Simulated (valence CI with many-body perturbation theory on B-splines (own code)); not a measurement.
**Level structure of W+**

Computed by valence CI with perturbative core correlation (CI+MBPT): five valence electrons over a frozen Dirac-Fock core [Xe] 4f14, a basis of 7 s, 7 p, 8 d, 6 f, 4 g, 1 h functions for each j, with the one-electron correlation potential Σ1, the two-electron term Σ2, the three-electron term Σ3, Breit, model QED; selected CI, second order for the rest, scaled by the run's own slope (own B-spline code, finite nucleus).

Against 7 measured levels this calculation errs by 252 cm⁻¹ on average and by 945 at most. These come from a selection out of the NIST Handbook of Basic Atomic Spectroscopic Data. Levels without a partner in it may be off by more, other configurations by 1,000 to 4,000 cm⁻¹. Among the levels kept, up to 1600 cm⁻¹ of a level comes from second order outside the variational space, and about a tenth of that is noise between levels of different J, which matters for small intervals. Only levels of the ground parity were solved; by the run's estimate the other parity begins above the list, which can be wrong where configurations are misplaced. 1 measured level below the end of the list, from 8711 cm⁻¹ on, found no clear computed partner, and computed levels of the same name lie up to 12272 cm⁻¹ from them.

Levels 1 to 45 of 49, with energies above the lowest level, 5d4 6s 6D_1/2. "Leading %" is the weight of the configuration and term that name the level; weights of strongly mixed levels are sums over their largest components and can fall short. In the jj column 3d3/2^4 stands for four electrons in 3d with j = 3/2. Lifetimes count E1, E2, E3, M1 and M2 decay at the calculated energies, and are blank where another channel may lead or the interval is too uncertain; long ones can be off by a factor of two.

| No. | Configuration | Term | J | E (cm⁻¹) | Leading % | Leading jj | g | Lifetime |
| --- | --- | --- | --- | --- | --- | --- | --- | --- |
| 1 | 5d4 6s | 6D | 1/2 | 0.0 | 80 | 5d3/2^4 6s (37 %) | 3.203 |  |
| 2 | 5d4 6s | 6D | 3/2 | 1438 | 88 | 5d3/2^3 5d5/2 6s (62 %) | 1.851 | 6.05 s |
| 3 | 5d4 6s | 6D | 5/2 | 3046 | 93 | 5d3/2^2 5d5/2^2 6s (62 %) | 1.647 | 4.01 s |
| 4 | 5d4 6s | 6D | 7/2 | 4586 | 92 | 5d3/2^2 5d5/2^2 6s (50 %) | 1.571 | 5.49 s |
| 5 | 5d4 6s | 6D | 9/2 | 6046 | 87 | 5d3/2^2 5d5/2^2 6s (41 %) | 1.531 | 11.1 s |
| 6 | 5d5 | 6S | 5/2 | 6475 | 84 | 5d3/2^3 5d5/2^2 (38 %) | 1.940 |  |
| 7 | 5d4 6s | 4P | 1/2 | 9010 | 38 | 5d3/2^2 5d5/2^2 6s (26 %) | 2.355 | 249 ms |
| 8 | 5d3 6s2 | 4F | 3/2 | 9014 | 49 | 5d3/2^3 6s^2 (46 %) | 0.636 | 4.26 s |
| 9 | 5d4 6s | 4P | 3/2 | 10738 | 33 | 5d3/2^2 5d5/2^2 6s (27 %) | 1.452 | 581 ms |
| 10 | 5d3 6s2 | 4F | 5/2 | 11490 | 49 | 5d3/2^2 5d5/2 6s^2 (49 %) | 1.099 | 754 ms |
| 11 | 5d4 6s | 4D | 1/2 | 13054 | 59 | 5d3/2^3 5d5/2 6s (42 %) | 0.460 | 462 ms |
| 12 | 5d4 6s | 4P | 5/2 | 13391 | 25 | 5d3/2^2 5d5/2^2 6s (31 %) | 1.490 | 543 ms |
| 13 | 5d3 6s2 | 4F | 7/2 | 13605 | 36 | 5d3/2 5d5/2^2 6s^2 (24 %) | 1.196 | 520 ms |
| 14 | 5d4 6s | 4D | 3/2 | 14519 | 53 | 5d3/2^2 5d5/2^2 6s (31 %) | 1.215 | 1.83 s |
| 15 | 5d4 6s | 4D | 5/2 | 15007 | 22 | 5d3/2^3 5d5/2 6s (42 %) | 1.033 | 2.55 s |
| 16 | 5d4 6s | 4F | 9/2 | 15070 | 25 | 5d3/2^3 5d5/2 6s (41 %) | 1.231 | 379 ms |
| 17 | 5d4 6s | 4H | 7/2 | 15373 | 45 | 5d3/2^3 5d5/2 6s (48 %) | 0.876 |  |
| 18 | 5d4 6s | 4G | 5/2 | 16159 | 22 | 5d3/2^2 5d5/2^2 6s (38 %) | 0.994 | 1.95 s |
| 19 | 5d4 6s | 4D | 7/2 | 16527 | 23 | 5d3/2^2 5d5/2^2 6s (35 %) | 1.186 |  |
| 20 | 5d4 6s | 4H | 9/2 | 16717 | 33 | 5d3/2^2 5d5/2^2 6s (43 %) | 1.153 | 2.79 s |
| 21 | 5d4 6s | 4H | 11/2 | 17525 | 47 | 5d3/2^2 5d5/2^2 6s (76 %) | 1.201 | 3.03 s |
| 22 | 5d4 6s | 4H | 7/2 | 17969 | 21 | 5d3/2^2 5d5/2^2 6s (46 %) | 1.077 | 837 ms |
| 23 | 5d5 | 4G | 9/2 | 19079 | 29 | 5d3/2^2 5d5/2^2 6s (40 %) | 1.103 |  |
| 24 | 5d3 6s2 | 2D | 3/2 | 19391 | 21 | 5d3/2^2 5d5/2^2 6s (28 %) | 0.921 | 143 ms |
| 25 | 5d4 6s | 2F | 5/2 | 19584 | 26 | 5d3/2^2 5d5/2^2 6s (44 %) | 0.918 |  |
| 26 | 5d4 6s | 4H | 13/2 | 19635 | 87 | 5d3/2^2 5d5/2^2 6s (68 %) | 1.216 | 7.47 s |
| 27 | 5d4 6s | 2P | 1/2 | 19734 | 36 | 5d3/2^2 5d5/2^2 6s (39 %) | 0.637 | 156 ms |
| 28 | 5d4 6s | 2D | 5/2 | 19921 | 29 | 5d3/2 5d5/2^3 6s (18 %) | 1.185 |  |
| 29 | 5d4 6s | 4D | 7/2 | 20225 | 18 | 5d3/2 5d5/2^3 6s (24 %) | 1.108 | 418 ms |
| 30 | 5d4 6s | 4H | 11/2 | 20352 | 41 | 5d3/2 5d5/2^3 6s (38 %) | 1.197 |  |
| 31 | 5d4 6s | 4F | 3/2 | 20983 | 55 | 5d3/2^2 5d5/2^2 6s (46 %) | 0.511 | 269 ms |
| 32 | 5d4 6s | 4H | 9/2 | 21082 | 27 | 5d3/2 5d5/2^3 6s (28 %) | 1.055 | 424 ms |
| 33 | 5d4 6s | 4F | 5/2 | 22425 | 52 | 5d3/2 5d5/2^3 6s (34 %) | 1.017 | 130 ms |
| 34 | 5d4 6s | 4D | 7/2 | 22628 | 30 | 5d3/2 5d5/2^3 6s (38 %) | 1.135 |  |
| 35 | 5d4 6s | 4D | 3/2 | 22692 | 41 | 5d3/2^2 5d5/2^2 6s (28 %) | 1.220 | 120 ms |
| 36 | 5d3 6s2 | 4P | 1/2 | 23263 | 23 | 5d3/2^2 5d5/2 6s^2 (33 %) | 2.211 | 75.9 ms |
| 37 | 5d4 6s | 2G | 7/2 | 23317 | 31 | 5d3/2^2 5d5/2^2 6s (46 %) | 1.083 |  |
| 38 | 5d4 6s | 2G | 9/2 | 23411 | 26 | 5d3/2^2 5d5/2^2 6s (51 %) | 1.070 | 353 ms |
| 39 | 5d4 6s | 4D | 5/2 | 23684 | 59 | 5d3/2^2 5d5/2^2 6s (31 %) | 1.310 | 265 ms |
| 40 | 5d5 | 2F | 7/2 | 23916 | 18 | 5d3/2^3 5d5/2^2 (30 %) | 1.097 |  |
| 41 | 5d4 6s | 2H | 11/2 | 24137 | 37 | 5d3/2^2 5d5/2^2 6s (54 %) | 1.095 | 1.67 s |
| 42 | 5d4 6s | 4D | 7/2 | 24967 | 21 | 5d3/2 5d5/2^3 6s (42 %) | 1.116 | 286 ms |
| 43 | 5d4 6s | 4D | 3/2 | 25305 | 21 | 5d3/2^3 5d5/2^2 (22 %) | 1.088 |  |
| 44 | 5d4 6s | 4D | 1/2 | 25357 | 53 | 5d3/2 5d5/2^3 6s (56 %) | 0.339 | 106 ms |
| 45 | 5d3 6s2 | 4F | 9/2 | 25570 | 29 | 5d3/2 5d5/2^2 6s^2 (31 %) | 1.167 |  |

Names give the largest LS component (configuration and term), which can be under half, so a name can repeat, a term be missing and a line seem to break the LS rules; names also repeat where a configuration has a term twice.

Where two levels of one J and parity lie close, their mixing, g and order are uncertain.

The ionisation energy to 5d4 5D_0 of the next ion comes out as 15.606 eV (NIST: 16.37 ± 0.15 eV (semi-empirical), further off than twice its uncertainty). All 49 levels together are meant to be complete up to 26558 cm⁻¹.
